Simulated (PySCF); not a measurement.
# Name the molecule from its bond curve

A diatomic of charge 0 contains Cd. Its doublet curve at PBE0 in a double-zeta basis (scalar-relativistic core potentials, PySCF), in eV from the separated fragments:

(R (Å), E (eV)): (2.648, -0.092), (2.771, -0.142), (2.894, -0.168), (2.987, -0.177), (3.079, -0.178), (3.171, -0.176), (3.295, -0.167), (3.449, -0.152), (3.633, -0.131), (3.880, -0.103)

The fit gives ωe = 154 cm⁻¹ and the rotational constant Bₑ = 0.2716 cm⁻¹.

Question: Which atom is the partner?

Answer: The minimum lies at 3.065 Å, so the reduced mass is 16.8576 u Å² cm⁻¹/(Bₑ·Re²) = 6.607 u. With Cd at 113.90 u the partner weighs about 7.0 u: Li. The molecule is LiCd.

Spin–orbit coupling is left out. The state is the lowest determinant that a PBE0 search found; another state may lie lower at other levels.
